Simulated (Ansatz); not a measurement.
`[OH][InH2]` + HI → `[InH2][I]` + H₂O at 700 K and 1 bar (ligand exchange at the In–O bond).

Computed with Ansatz on PBE0-D4/def2-TZVP structures; ΔE is electronic, products minus reactants. CCSD(T)/CBS is the MP2 limit (def2-TZVPP, def2-QZVPP) plus CCSD(T) − MP2 in def2-TZVPP, frozen cores. This one scheme is used for every species. Elements past krypton have def2 core potentials. For I, In outer-core shells are correlated without core-valence functions, which leaves a few kJ/mol of doubt a bond.

```json
{"species": "`[OH][InH2]`", "CCSD(T)/CBS energy (Eh)": "-266.78179", "H − E (kJ/mol)": "108.6", "S (J/(mol·K))": "338.8"}
{"species": "HI", "CCSD(T)/CBS energy (Eh)": "-298.03592", "H − E (kJ/mol)": "34.6", "S (J/(mol·K))": "231.7"}
{"species": "`[InH2][I]`", "CCSD(T)/CBS energy (Eh)": "-488.48444", "H − E (kJ/mol)": "71.4", "S (J/(mol·K))": "349.5"}
{"species": "H₂O", "CCSD(T)/CBS energy (Eh)": "-76.37941", "H − E (kJ/mol)": "80.5", "S (J/(mol·K))": "218.4"}
```

H − E and S are ideal-gas, rigid-rotor, harmonic terms from PBE0-D4/def2-TZVP. 1 Eh = 2625.50 kJ/mol, R = 8.31446 J/(mol·K).

**Question.** By hand: ΔE, ΔH, ΔS and ΔG.

**Answer.** ΔE = (-488.48444) + (-76.37941) − (-266.78179) − (-298.03592) = -0.04614 Eh = -121.1 kJ/mol. Δ(H − E) = 71.4 + 80.5 − 108.6 − 34.6 = 8.7, so ΔH = -112.4 kJ/mol. ΔS = 349.5 + 218.4 − 338.8 − 231.7 = -2.6 J/(mol·K). ΔG = -112.4 − 700 × (-2.6)/1000 = -110.6 kJ/mol.

**Question.** By hand: the equilibrium constant, and the temperature at which ΔG would vanish if ΔH and ΔS stayed fixed.

**Answer.** log₁₀ K = −ΔG/(RT ln 10) = 8.3. ΔG = 0 at ΔH/ΔS = 43231 K, far beyond where these terms or the molecules hold.

The number of gas molecules stays the same, so ΔS is small and ΔH decides. A doubt of 5 kJ/mol in ΔE shifts log₁₀ K by 0.4 here. These are equilibria of isolated gas molecules and say nothing of rates. Largest T1 diagnostic: 0.017 (customary marks: 0.02 for closed shells, 0.045 for open ones).
